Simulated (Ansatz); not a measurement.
Reaction (formal loss of a carbene): `C[SiH2][SiH2][SiH3]` → `[CH2]` (triplet) + `[SiH3][SiH2][SiH3]`

Computed with Ansatz on PBE0-D4/def2-TZVP structures; ΔE is electronic, products minus reactants. CCSD(T)/CBS adds triple-zeta CCSD(T) − MP2 to the extrapolated MP2 energy (def2 sets, frozen cores). This one scheme is used for every species. DFT in def2-TZVPP. Triplets are unrestricted, without spin–orbit coupling. One conformer a species, not always the lowest.

```tsv
level	ΔE (eV)
BHLYP-D4	4.72
LC-ωPBE	4.81
CCSD(T)/def2-TZVPP	4.79
HF/CBS(def2)	3.35
```

Q: What does CCSD(T)/CBS give? (Best estimate.)

A: The calculation gave: +4.92 eV. The listed levels differ from it by -0.20, -0.11, -0.13, -1.57 eV.

Largest T1 diagnostic among the species: 0.013.

At CCSD(T), def2-SVP lies −0.30 eV from the extrapolated value and def2-TZVPP −0.13 eV. The D4 term adds +0.11 eV with B3LYP and +0.06 eV with PBE0; it sums over pairs of atoms, weighted by their polarisabilities, and B3LYP, whose exchange is more repulsive, gets the larger term.

CCSD(T)/CBS has its own doubt, a few kJ/mol and more with outer-core shells, so smaller differences from it don't rank the levels.

B3LYP here is the variant with VWN-RPA as its local correlation; programs differ in this.
